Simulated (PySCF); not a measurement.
A TDDFT job was run through a driver script with this input:

```
{"job": {"kind": "uv", "xc": "PBE0", "basis": "def2-SVPD", "nstates": 8, "ntriplets": 3}, "charge": 0, "multiplicity": 1}
C     -1.711903     0.732219     0.091740
C     -1.141774    -0.214354     1.136646
C     -0.287734    -1.306469     0.505453
Ge     1.373086    -0.597311    -0.339177
As     2.360571     1.116748     1.010677
H     -0.904297     1.222764    -0.453227
H     -2.321627     0.184316    -0.623957
H     -2.328724     1.497788     0.557343
H     -0.526690     0.357567     1.844965
H     -1.961676    -0.665116     1.704061
H      0.008977    -2.020821     1.277448
H     -0.878516    -1.857637    -0.226814
H      1.078061    -0.206702    -1.780903
H      2.310647    -1.781460    -0.532009
H      1.503457     2.170070     0.367393
H      3.420542     1.377342    -0.016084
```

Level of theory: PySCF 2.14.0, density-fitted response routines, TDDFT PBE0/def2-SVPD, vertical, gas phase, core orbitals frozen in the response. Job line and output are in the format of a driver script around the code.

**Question.** What does the script print for it?

**Answer.** 
```
coarse grid: 14976 points
cycle   1  E = -4432.4689794747  dE = -1.194e+00  |g| = 5.107e-01  |ddm| = 4.937e+00
cycle   2  E = -4432.4498881791  dE =  1.909e-02  |g| = 5.869e-01  |ddm| = 1.151e+00
cycle   3  E = -4432.5148451124  dE = -6.496e-02  |g| = 5.183e-02  |ddm| = 6.694e-01
cycle   4  E = -4432.5154599598  dE = -6.148e-04  |g| = 1.765e-02  |ddm| = 9.728e-02
cycle   5  E = -4432.5155309849  dE = -7.103e-05  |g| = 5.191e-03  |ddm| = 2.741e-02
cycle   6  E = -4432.5155367898  dE = -5.805e-06  |g| = 9.307e-04  |ddm| = 8.415e-03
final grid: 118832 points
cycle   7  E = -4432.5236190463  dE = -2.533e-05  |g| = 6.434e-03  |ddm| = 7.644e-02
cycle   8  E = -4432.5236131417  dE =  5.905e-06  |g| = 7.888e-03  |ddm| = 1.787e-02
cycle   9  E = -4432.5236298485  dE = -1.671e-05  |g| = 5.877e-04  |ddm| = 9.628e-03
cycle  10  E = -4432.5236299313  dE = -8.271e-08  |g| = 1.338e-04  |ddm| = 1.079e-03
cycle  11  E = -4432.5236299355  dE = -4.195e-09  |g| = 4.002e-05  |ddm| = 2.435e-04
cycle  12  E = -4432.5236299358  dE = -3.756e-10  |g| = 1.024e-05  |ddm| = 7.686e-05
converged SCF energy = -4432.5236299358

Static polarisability (au): isotropic 101.842, principal 88.641 100.993 115.891

Singlet excitations
state   eV       nm        f      main configurations
  1   6.3986    193.8   0.01061   H->L+2 0.74, H->L+1 0.21
  2   6.4962    190.9   0.02736   H->L+1 0.63, H->L+2 0.22, H->L 0.12
  3   6.6430    186.6   0.28931   H->L 0.74, H->L+1 0.12
  4   7.0421    176.1   0.04009   H-1->L 0.91
  5   7.2366    171.3   0.02566   H-1->L+1 0.79, H->L+3 0.15
  6   7.2979    169.9   0.01892   H-1->L+2 0.48, H->L+3 0.31, H-1->L+1 0.14
  7   7.3987    167.6   0.02872   H-1->L+2 0.45, H->L+3 0.45
  8   7.5771    163.6   0.05289   H-2->L 0.77, H->L+4 0.13

Triplet excitations (Tamm-Dancoff, eV): 5.3819 5.6473 6.1652
```

Isolated species at its GFN2-xTB geometry (one conformer only). Relativistic effects, spin–orbit coupling among them, are left out although an element past zinc is present.

The SCF starts on a coarse grid; the energy jumps when the final grid takes over, and dE counts afresh there. H and L stand for HOMO and LUMO.

Conformer computed: `[CH3:1][CH2:2][CH2:3][GeH2:4][AsH2:5]`: C1–C2–C3–Ge4 66°, C2–C3–Ge4–As5 40°, H–As5–Ge4–C3 -87°, H–As5–Ge4–C3 -176°.
